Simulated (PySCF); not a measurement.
# Correlation energy of P (phosphorus, neutral)

[Ne] 3s2 3p3, high-spin 4S determinant. Computed with PySCF 2.14 in x2c-TZVPPall with one added diffuse shell each of s, p, d type (6s6p4d1f, 51 functions), with scalar relativity by spin-free X2C-1e. Frozen: [Ne]; 5 electrons correlated.

| level | correlation energy (mhartree) |
| --- | --- |
| CCSD | -101.23 |
| (T) | -3.91 |
| CCSD(T) | -105.14 |

Diagnostics: T1 = 0.0046, D1 = 0.0092, largest double amplitude 0.039.

Question: Is a single reference adequate?

Answer: Yes: T1 lies below 0.03 and no double amplitude reaches 0.07.
